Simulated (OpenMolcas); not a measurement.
**Multiconfigurational calculation on Ga II**

Input:

```
&GATEWAY
Coord
1

Ga 0.0 0.0 0.0
Basis=ANO-RCC-VQZP
Group=XYZ
NoMove
AngMom=0.0 0.0 0.0
AMFI
&SEWARD
&RASSCF
FileOrb=start.orb
Symmetry=1
Spin=3
nActEl=2 0 0
Inactive=8 6
Ras2=1 3
CIRoot=3 3 1
SDav=3
CIMx=300
Iter=120 100
PrWF=0.3
OrbListing=Nothing
MaxOrb=0
Atom
>>> COPY $Project.JobIph JOBPRE
&RASSCF
FileOrb=start.orb
Symmetry=1
Spin=3
nActEl=2 0 2
Inactive=8 6
Ras2=1 3
Ras3=5 0
CIRoot=3 3 1
SDav=18
CIMx=300
Iter=120 100
PrWF=0.3
OrbListing=Nothing
MaxOrb=0
Thrs=2.0e-7 1.0e-1 5.0e-4
Atom
>>> COPY $Project.JobIph JOB001
&RASSCF
FileOrb=start.orb
Symmetry=1
Spin=1
nActEl=2 0 2
Inactive=8 6
Ras2=1 3
Ras3=5 0
CIRoot=7 7 1
SDav=27
CIMx=300
Iter=120 100
PrWF=0.3
OrbListing=Nothing
MaxOrb=0
Thrs=2.0e-7 1.0e-1 5.0e-4
Atom
>>> COPY $Project.JobIph JOB002
&RASSCF
FileOrb=start.orb
Symmetry=2
Spin=3
nActEl=2 0 2
Inactive=8 6
Ras2=1 3
Ras3=5 0
CIRoot=3 3 1
SDav=18
CIMx=300
Iter=120 100
PrWF=0.3
OrbListing=Nothing
MaxOrb=0
Thrs=2.0e-7 1.0e-1 5.0e-4
Atom
>>> COPY $Project.JobIph JOB003
&RASSCF
FileOrb=start.orb
Symmetry=2
Spin=1
nActEl=2 0 2
Inactive=8 6
Ras2=1 3
Ras3=5 0
CIRoot=3 3 1
SDav=18
CIMx=300
Iter=120 100
PrWF=0.3
OrbListing=Nothing
MaxOrb=0
Thrs=2.0e-7 1.0e-1 5.0e-4
Atom
>>> COPY $Project.JobIph JOB004
&RASSI
NrOfJobIphs=4 3 7 3 3
1 2 3
1 2 3 4 5 6 7
1 2 3
1 2 3
IphNames
JOB001
JOB002
JOB003
JOB004
EJob
SpinOrbit
DIPRint=1.0
SOCoupling=1000.0
Subsets=2
MEES
Property=10
'ANGMOM' 1 'ANGMOM' 2 'ANGMOM' 3 'MLTPL  1' 1 'MLTPL  1' 2 'MLTPL  1' 3
'AMFI' 1 'AMFI' 2 'AMFI' 3 'MLTPL  2' 6
SOProperty=3
'ANGMOM' 1 'ANGMOM' 2 'ANGMOM' 3
```

A driver script runs the steps one by one and writes start.orb anew before each from the orbitals found so far.

Output, cut to the results:

```
--- SEWARD ---
Basis set label: GA.ANO-RCC...7S6P4D2F1G.

      Electronic valence basis set:
      ------------------
      Associated Effective Charge  31.000000 au
      Associated Actual Charge     31.000000 au
      Nuclear Model: Point charge

      Shell  nPrim  nBasis  Cartesian Spherical Contaminant
         s      20       7        X
         p      17       6        X
         d      11       4                 X
         f       5       2                 X
         g       2       1                 X
                  Relativistic Douglas-Kroll-Hess integrals:
                    - DKH order of Hamiltonian: 2
                    - DKH order of Properties : 0
                  Atomic mean-field integrals
--- RASSCF ---
Wave function specifications:
      -----------------------------

      Number of closed shell electrons          28
      Number of electrons in active shells       2
      Max number of holes in RAS1 space          0
      Max nr of electrons in RAS3 space          2
      Number of inactive orbitals               14
      Number of active orbitals                  9
      Number of secondary orbitals              45
      Spin quantum number                      1.0
      State symmetry                             1
Orbital specifications:
      -----------------------

      Symmetry species                           1   2
                                                ag  au
      Frozen orbitals                            0   0
      Inactive orbitals                          8   6
      Active orbitals                            6   3
      RAS1 orbitals                              0   0
      RAS2 orbitals                              1   3
      RAS3 orbitals                              5   0
      Secondary orbitals                        22  23
      Deleted orbitals                           0   0
      Number of basis functions                 36  32
      Number of CSFs                            18
      Number of root(s) required                 3
      Iter CI   SX   CI       RASSCF       Energy    max ROT     max BLB   max BLB  Level Ln srch  Step   QN
          iter iter root      energy       change     param      element    value   shift minimum  type update
 Nr of preliminary CI iterations:   1
 ###############################################################################
 ###############################################################################
 ###                                                                         ###
 ###                                                                         ###
 ###    WARNING: Problems in orbital optimization.                           ###
 ###                                                                         ###
 ###                                                                         ###
 ###############################################################################
 ###############################################################################
  Warning: In symmetry  1, orbital p=   9 has diagonal density matrix element D(p,p) close to zero. D(p,p)=  3.462185E-23
      Total energies have been shifted. Add                -1000.00 au
        ...
 ###############################################################################
 ###############################################################################
  Warning: In symmetry  1, orbital p=   9 has diagonal density matrix element D(p,p) close to zero. D(p,p)=  3.333475E-23
        4   1    5    0  -941.45679418   -1.55E-10  -1.59E-06    5  21 1  1.76E-05   0.50   0.00    SX    NO
      Convergence after  4 iterations
        5   1    5    0  -941.45679418   -7.03E-11  -1.59E-06    5  21 1 -1.24E-05   0.50   0.00    SX    NO
      Natural orbitals and occupation numbers for root  1
      sym 1:   0.000000   0.006145   0.001536  -0.000000   0.001536   0.006145
      sym 2:   0.992319  -0.000000   0.992319
      Natural orbitals and occupation numbers for root  2
      sym 1:   0.000000   0.001536   0.001536  -0.000000   0.006145   0.006145
      sym 2:   0.992319   0.992319  -0.000000
      Natural orbitals and occupation numbers for root  3
      sym 1:   0.000000   0.001536   0.006145   0.006145   0.001536  -0.000000
      sym 2:   0.000000   0.992319   0.992319
::    RASSCF root number  1 Total energy:  -1941.45679418
::    RASSCF root number  2 Total energy:  -1941.45679418
::    RASSCF root number  3 Total energy:  -1941.45679418
--- RASSCF ---
...
--- RASSI ---
SPIN-FREE ENERGIES:
  (Shifted by EMIN (a.u.) =      -1941.9552702722)

 SF State       Relative EMIN(au)   Rel lowest level(eV)    D:o, cm**(-1)      L_eff

     4             0.0000000000        0.0000000000              0.0000         0.0
    11             0.1956113784        5.3228567729          42931.7352         1.0
    12             0.1956113784        5.3228567729          42931.7352         1.0
    13             0.1956113784        5.3228567729          42931.7352         1.0
    14             0.3156825729        8.5901604210          69284.3163         1.0
    15             0.3156825729        8.5901604210          69284.3163         1.0
    16             0.3156825729        8.5901604210          69284.3163         1.0
     8             0.4684659422       12.7476076972         102816.3900         2.0
     9             0.4684659422       12.7476076972         102816.3900         2.0
     5             0.4684659422       12.7476076972         102816.3900         2.0
     6             0.4684659422       12.7476076972         102816.3900         2.0
     7             0.4684659422       12.7476076972         102816.3900         2.0
     1             0.4984760920       13.5642254743         109402.8565         1.0
     2             0.4984760920       13.5642254743         109402.8565         1.0
     3             0.4984760920       13.5642254743         109402.8565         1.0
    10             0.6034553961       16.4208578668         132443.1506         0.0
     Dipole printing threshold changed to   1.00000000E+00

++ Dipole transition strengths (spin-free states):
   -----------------------------------------------
     for osc. strength at least  1.00000000E+00

  ( Max oscillator strength is only   0.64330462128296795      )
--
Eigenvalues of complex Hamiltonian:
   -----------------------------------
  (Shifted by EMIN (a.u.) =      -1941.9552702722)

...
```

Levels above the lowest, from the spin-orbit matrix, grouped by J:

| Configuration | Term | J | E (cm⁻¹) | Measured (cm⁻¹) | Term weight % |
| --- | --- | --- | --- | --- | --- |
| 4s² | ¹S | 0 | 0.0 | 0.0 | 100 |
| 4s 4p | ³P° | 0 | 42149 | 47368 | 100 |
| 4s 4p | ³P° | 1 | 42533 | 47814 | 100 |
| 4s 4p | ³P° | 2 | 43324 | 48750 | 100 |
| 4s 4p | ¹P° | 1 | 69293 | 70701 | 100 |
| 4p² | ¹D | 2 | 102790 | 107721 | 100 |

Against the 5 measured excited levels shown (NIST Handbook of Basic Atomic Spectroscopic Data) the mean absolute deviation is 4500 cm-1; the largest miss in energy is 4s 4p ³P°₂: computed 43324, measured 48750 cm⁻¹ (-11.1 %).

Without dynamic correlation excited terms often stand tens of per cent too high (terms of higher spin than the ground term too low), and those without a measured partner can miss by more than the paired ones. Configurations are named by rounded mean occupations; where the s occupation lies near a half they are strongly mixed, a name can repeat and a true partner stay unpaired. Active for correlation alone: 4d; no level in the range computed is led by a configuration that fills it, so any true level of that kind is missing. Some terms mix strongly with configurations of 4d, whose occupation reaches 0.35 (4p² ¹D). Computed and measured levels are paired by configuration, term and J; levels that our copy of the source lacks, or whose pairing is in doubt (as where it misses far off the trend of its configuration), stay unpaired and out of the deviations. Levels of configurations outside the active space are missing. The first state left out of the spin-orbit step lies near 130000 cm-1 above the lowest spin-free state of the reference (among the parities and spins computed), and the list stops at four fifths of that energy or lower.

The term weight is that of the spin-free term in the level, not the purity of its configuration. ° marks odd parity.
